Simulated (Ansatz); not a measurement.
Relaxation of Cl2GaH (4 atoms, charge 0, multiplicity 1), to a largest force component of 0.02 eV/Å in at most 40 steps.

All numbers below come from Ansatz, RKS B3LYP/def2-SVP.

```xyz
4
Properties=species:S:1:pos:R:3:forces:R:3
Ga 0.000 0.000 0.000 -0.65 0.00 0.38
Cl 0.000 0.000 2.240 -0.12 0.00 -1.22
H 1.360 0.000 -0.785 -0.22 0.00 0.13
Cl -1.940 0.000 -1.120 0.99 0.00 0.71
```

Question: Where does it end, and by what steps?

Answer: It converged. After 3 steps the energy has fallen by 0.128 eV; Cl2 moved furthest, 0.12 Å.

| step | energy less start (eV) | largest force component (eV/Å) | accepted |
| --- | --- | --- | --- |
| 0 | 0.0000 | 1.215 | yes |
| 1 | -0.1243 | 0.222 | yes |
| 2 | -0.1275 | 0.028 | yes |
| 3 | -0.1275 | 0.001 | yes |

```xyz
4
Properties=species:S:1:pos:R:3
Ga 0.015 0.000 -0.008
Cl -0.065 0.000 2.142
H 1.358 0.000 -0.784
Cl -1.887 0.000 -1.014
```

Whether the end is a true minimum wasn't checked by a vibrational analysis.

Time of the run: 12 s on 1 thread of Arm Neoverse V1, on a shared host, peak memory 0.15 GiB.
